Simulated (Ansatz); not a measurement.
WN(NH2)3 (WN₄H₆). The state is a singlet with charge 0. Geometry relaxed at PBE0-D4/def2-SVP.

Cartesian coordinates in Å:
```
W 0.142 -0.270 0.043
N 0.910 -1.724 0.282
N 0.524 0.159 -1.830
H 1.070 -0.413 -2.465
H 0.198 0.996 -2.305
N 0.997 0.923 1.342
H 0.759 1.903 1.464
H 1.735 0.660 1.986
N -1.739 -0.670 0.420
H -2.105 -1.576 0.692
H -2.491 0.012 0.370
```

In the def2 sets W takes a core potential; there is no spin–orbit coupling. The relaxation made no stability test and no search for a lower SCF solution.

Q: Estimate the harmonic wavenumbers at RKS PBE0-D4/def2-SVP (Ansatz, unscaled). Is this a minimum?

A: 194, 194, 195, 269, 270, 319, 479, 483, 483, 506, 507, 638, 638, 679, 703, 704, 704, 1176, 1528, 1528, 1532, 3587, 3587, 3590, 3694, 3694, 3694 cm⁻¹. Yes, no mode is imaginary beyond noise. Zero-point energy 212.8 kJ/mol. Run time 92 s (4 threads of Arm Neoverse V2 on a shared host).
